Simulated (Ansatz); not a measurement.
Wavefunction ladder for C₂H₁₀InN₃ (`C[N](C)[In]([NH2])[NH2]`)

| atom | x (Å) | y (Å) | z (Å) |
| --- | --- | --- | --- |
| C1 | -1.331 | -1.310 | -0.735 |
| N2 | -0.681 | -0.415 | 0.181 |
| C3 | -1.350 | -0.331 | 1.449 |
| In4 | 0.994 | 0.609 | -0.265 |
| N5 | 1.773 | 1.847 | 1.138 |
| N6 | 1.826 | 0.356 | -2.096 |
| H7 | -0.794 | -1.365 | -1.686 |
| H8 | -1.390 | -2.336 | -0.336 |
| H9 | -2.364 | -0.996 | -0.958 |
| H10 | -0.843 | 0.367 | 2.120 |
| H11 | -1.393 | -1.307 | 1.960 |
| H12 | -2.390 | 0.019 | 1.343 |
| H13 | 1.597 | 1.584 | 2.097 |
| H14 | 2.760 | 2.042 | 1.044 |
| H15 | 2.404 | 1.119 | -2.419 |
| H16 | 1.181 | 0.117 | -2.837 |

Total charge 0; spin multiplicity 1. Correlated methods include outer-core shells of In, which these sets cover unevenly. In: def2 effective core potential. The structure was optimised at the PBE0-D4/def2-TZVP level. It is one conformer, not always the lowest. Frozen core, restricted reference, Ansatz.

| basis | HF (Eh) | MP2 corr. |
| --- | --- | --- |
| def2-SVP | -433.90841 | -0.90090 |
| def2-TZVPP | -434.21002 | -1.29691 |
| def2-QZVPP | -434.22430 | -1.55479 |

Problem. Estimate the CCSD correlation energy and the (T) correction in each basis where they were run (hartree).

Solution. 
```json
{"basis": "def2-SVP", "CCSD corr.": "-0.96131", "(T)": "-0.02866"}
{"basis": "def2-TZVPP", "CCSD corr.": "-1.32944", "(T)": "-0.05155"}
```
